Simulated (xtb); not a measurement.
FGe, SMILES [F][Ge] (connectivity only; charge and spin as stated), charge +1, multiplicity 1. All values are semi-empirical tight-binding results from xtb (GFN2-xTB unless named), good for trends rather than for accurate numbers. The structure is a stationary point at GFN2-xTB. The spin state was assumed, not searched.

Optimised geometry:

Bond lengths (Å): F1–Ge2 1.704.
Charge +1, spin multiplicity 1.

For metal compounds this method's bond lengths and energies can be far off.

The point group as xtb finds it is C∞v and the orbital gap is 5.14 eV.

**Question.** Give the atomic charges and the Wiberg bond orders between heavy atoms. (The exact figures need the calculation; the answer reports its results.)

**Answer.** charges (e) F1 0.06, Ge2 0.94. Bond orders F1–Ge2 1.79.
